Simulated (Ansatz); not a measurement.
Geometry optimisation of the cluster PdI2.

```yaml
crystal:
  periodic: [false, false, false]
  atoms:
    - {symbol: Pd, position_ang: [-0.000481, 0.000188, 0.000376]}
    - {symbol: I, position_ang: [-0.987503, 1.265839, -1.906727]}
    - {symbol: I, position_ang: [0.987985, -1.266027, 1.906350]}
basis:
  gaussian: {orbitals: def2-TZVP}
magnetization: {spin_polarized: true, initial_magnetization: 4}
hamiltonian: {xc: r2scan, dispersion: d4}
scf: {lower_state_search: "off"}
output: {orbitals: {seedname: orbitals}}
relax: {f_tol: 0.02, max_steps: 100}
```

```sh
$ ansatz run in.yaml --threads 4 --pin off --events-out ev --progress --plain --max-ram 3916MiB
```

Output, abridged:

```
Functional definition: r2SCAN
mean field -19687.09784636 eV, -723.4875014596 hartree, gradient 8.3e-6 eV, S^2 6.006676; 0 other end points of the search recorded, 0 dependent functions left out
relax step   1: F+E_penalty+E_count = -19687.12101321 eV  Δ(F+E_penalty+E_count) = +0.000e0 eV  max|allowed force component| = 1.680e0 eV/Å  Δτ_max = 0.0000 Å  (26 SCF iters, accepted)
mean field -19687.57783813 eV, -723.5051408316 hartree, gradient 3.0e-6 eV, S^2 6.006463; 0 other end points of the search recorded, 0 dependent functions left out
relax step   2: F+E_penalty+E_count = -19687.59976746 eV  Δ(F+E_penalty+E_count) = -4.788e-1 eV  max|allowed force component| = 3.551e-1 eV/Å  Δτ_max = 0.1950 Å  (30 SCF iters, accepted)
mean field -19687.61094977 eV, -723.5063576619 hartree, gradient 2.9e-6 eV, S^2 6.006366; 0 other end points of the search recorded, 0 dependent functions left out
relax step   3: F+E_penalty+E_count = -19687.63253553 eV  Δ(F+E_penalty+E_count) = -3.277e-2 eV  max|allowed force component| = 1.366e-1 eV/Å  Δτ_max = 0.0521 Å  (25 SCF iters, accepted)
mean field -19687.61764883 eV, -723.5066038480 hartree, gradient 1.3e-6 eV, S^2 6.006301; 0 other end points of the search recorded, 0 dependent functions left out
relax step   4: F+E_penalty+E_count = -19687.63902244 eV  Δ(F+E_penalty+E_count) = -6.487e-3 eV  max|allowed force component| = 2.423e-2 eV/Å  Δτ_max = 0.0322 Å  (28 SCF iters, accepted)
mean field -19687.62088785 eV, -723.5067228798 hartree, gradient 2.7e-6 eV, S^2 6.006325; 0 other end points of the search recorded, 0 dependent functions left out
relax step   5: F+E_penalty+E_count = -19687.64222481 eV  Δ(F+E_penalty+E_count) = -3.202e-3 eV  max|allowed force component| = 5.282e-2 eV/Å  Δτ_max = 0.0489 Å  (33 SCF iters, accepted)
mean field -19687.67486695 eV, -723.5087065749 hartree, gradient 1.7e-6 eV, S^2 6.006850; 0 other end points of the search recorded, 0 dependent functions left out
relax step   6: F+E_penalty+E_count = -19687.69637182 eV  Δ(F+E_penalty+E_count) = -5.415e-2 eV  max|allowed force component| = 1.860e-1 eV/Å  Δτ_max = 0.2000 Å  (337 SCF iters, accepted)
mean field -19687.80196090 eV, -723.5133771917 hartree, gradient 2.0e-6 eV, S^2 6.007838; 0 other end points of the search recorded, 0 dependent functions left out
relax step   7: F+E_penalty+E_count = -19687.82401324 eV  Δ(F+E_penalty+E_count) = -1.276e-1 eV  max|allowed force component| = 3.041e-1 eV/Å  Δτ_max = 0.2000 Å  (54 SCF iters, accepted)
mean field -19687.99293829 eV, -723.5203954814 hartree, gradient 8.3e-6 eV, S^2 6.009159; 0 other end points of the search recorded, 0 dependent functions left out
relax step   8: F+E_penalty+E_count = -19688.01573089 eV  Δ(F+E_penalty+E_count) = -1.917e-1 eV  max|allowed force component| = 4.260e-1 eV/Å  Δτ_max = 0.2000 Å  (55 SCF iters, accepted)
mean field -19688.21793006 eV, -723.5286637764 hartree, gradient 1.2e-6 eV, S^2 6.010163; 0 other end points of the search recorded, 0 dependent functions left out
relax step   9: F+E_penalty+E_count = -19688.24171956 eV  Δ(F+E_penalty+E_count) = -2.260e-1 eV  max|allowed force component| = 3.948e-1 eV/Å  Δτ_max = 0.1929 Å  (95 SCF iters, accepted)
mean field -19688.38761454 eV, -723.5348995657 hartree, gradient 2.4e-6 eV, S^2 6.010095; 0 other end points of the search recorded, 0 dependent functions left out
relax step  10: F+E_penalty+E_count = -19688.41223641 eV  Δ(F+E_penalty+E_count) = -1.705e-1 eV  max|allowed force component| = 2.375e-1 eV/Å  Δτ_max = 0.1954 Å  (37 SCF iters, accepted)
mean field -19688.47221764 eV, -723.5380086724 hartree, gradient 2.9e-6 eV, S^2 6.012511; 0 other end points of the search recorded, 0 dependent functions left out
relax step  11: F+E_penalty+E_count = -19688.49747814 eV  Δ(F+E_penalty+E_count) = -8.524e-2 eV  max|allowed force component| = 2.920e-1 eV/Å  Δτ_max = 0.1950 Å  (116 SCF iters, accepted)
mean field -19688.49402075 eV, -723.5388099218 hartree, gradient 2.6e-6 eV, S^2 6.012721; 0 other end points of the search recorded, 0 dependent functions left out
relax step  12: F+E_penalty+E_count = -19688.51964998 eV  Δ(F+E_penalty+E_count) = -2.217e-2 eV  max|allowed force component| = 1.797e-1 eV/Å  Δτ_max = 0.1959 Å  (64 SCF iters, accepted)
mean field -19688.50951952 eV, -723.5393794912 hartree, gradient 2.5e-6 eV, S^2 6.013138; 0 other end points of the search recorded, 0 dependent functions left out
relax step  13: F+E_penalty+E_count = -19688.53500253 eV  Δ(F+E_penalty+E_count) = -1.535e-2 eV  max|allowed force component| = 4.220e-2 eV/Å  Δτ_max = 0.0857 Å  (60 SCF iters, accepted)
mean field -19688.51008308 eV, -723.5394002017 hartree, gradient 1.2e-6 eV, S^2 6.013131; 0 other end points of the search recorded, 0 dependent functions left out
relax step  14: F+E_penalty+E_count = -19688.53560295 eV  Δ(F+E_penalty+E_count) = -6.004e-4 eV  max|allowed force component| = 8.130e-4 eV/Å  Δτ_max = 0.0164 Å  (45 SCF iters, accepted)
Total energy: -19688.53562088 eV, -723.5403386986 hartree
Atom 0 at    -0.925233     0.362484     0.720036 Å, force     0.000813    -0.000319    -0.000633 eV/Å
Atom 1 at    -0.288567     0.781506    -1.809949 Å, force    -0.000596     0.000402    -0.000050 eV/Å
Atom 2 at     1.213801    -1.143990     1.089912 Å, force    -0.000217    -0.000084     0.000683 eV/Å
Dipole moment:     0.344975    -0.137252    -0.269860 e Å
Checks for a lower state left out: stability, starts, cluster_reference, orbital_swaps, neighbouring_geometries, increment
```

Hardware: 4 threads of Arm Neoverse N1 on a shared host. Wall time 5.3 min.

In the def2 sets I, Pd take a core potential; there is no spin–orbit coupling. At r2SCAN-D4/def2-TZVP a triplet of charge 0 lies 3.50 eV below the quintet, each at its own geometry. The structure comes from a short search, and lower isomers may exist.
